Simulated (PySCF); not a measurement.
# A thermochemical cycle for CsK

PBE in PySCF with def2-SVPD on every atom (core potentials on Cs), for the lowest determinant that a PBE0 search found; no spin–orbit coupling. CsK, a singlet (closed shell), has De = 0.54 eV to neutral atoms, and CsK⁺, a doublet (σ ↑), has De = 0.60 eV to Cs⁺ + K.

At the same level the Cs atom ionises at 3.97 eV.

Task: What is the adiabatic ionisation energy of the molecule, and does ionisation strengthen or weaken the bond?

Result: IE = IE(Cs) + De(neutral) − De(ion) = 3.97 + 0.54 − 0.60 = 3.91 eV. De changes by +0.06 eV, so ionisation strengthens the bond.

Closed-shell solutions of metal pairs were not tested for spin polarisation, which can lower them a little. Spin–orbit coupling is left out. For an ion De counts to the pair picked by the measured ionisation energies or electron affinities, which need not be the lowest pair at this level. States were picked by a PBE0 search and need not be the measured ground states.
